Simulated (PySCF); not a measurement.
Br₂Se. Atoms are numbered in the order given.

```xyz
3

Se     0.0000     0.0000     0.9737
Br     0.0000     1.8088    -0.4729
Br     0.0000    -1.8088    -0.4729
```
Charge 0, spin multiplicity 1.

Geometry optimised at PBE0-D3(BJ)/def2-SVP.

Computed with ωB97X/def2-TZVPD (PySCF).

Mulliken values depend strongly on the basis, most of all with diffuse functions as here. ESP charges are fitted to the potential on shells at 1.4 to 2.0 van der Waals radii. Atomic charges (e):

```json
[
 {"atom": "Se1", "ESP fit": "…", "Mulliken": "0.21"},
 {"atom": "Br2", "ESP fit": "…", "Mulliken": "-0.11"},
 {"atom": "Br3", "ESP fit": "…", "Mulliken": "-0.11"}
]
```

### Question
What belongs in the gaps? (An estimate is asked for; the answer gives what the named calculation found.)

### Answer

- Se1, ESP fit: 0.09
- Br2, ESP fit: -0.05
- Br3, ESP fit: -0.05
